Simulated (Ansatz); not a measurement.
LiAlO2. Charge 0, multiplicity 3. Geometry r2SCAN-D4/def2-TZVP; atoms count from 1.

```xyz
4

Li   -1.299    0.084    1.789
Al    1.017    0.191   -0.545
O    -0.026    0.218    0.756
O     0.307   -0.493   -2.001
```

At PBE0-D4/def2-TZVP a singlet of charge 0 lies 1.88 eV below the triplet, each at its own geometry. The structure comes from a short search, and lower isomers may exist.

Question: Estimate the Mulliken populations from the PBE0/def2-TZVP orbitals of Ansatz.

Answer: 
```csv
atom,charge (e),spin (α − β)
Li1,0.75,0.03
Al2,0.43,0.85
O3,-0.85,0.11
O4,-0.34,1.01
```
Mulliken values depend strongly on the basis.

Question: Where does the spin sit?

Answer: Summed by element: Li 0.03, Al 0.85, O 1.12, of 2 unpaired in all. Largest on single atoms: O4 1.01, Al2 0.85, O3 0.11.

Question: And the Mayer bond orders between heavy atoms (over 0.3)?

Answer: Li1–O3 0.41 (1.64 Å); Al2–O3 1.35 (1.67 Å); Al2–O4 1.08 (1.76 Å).
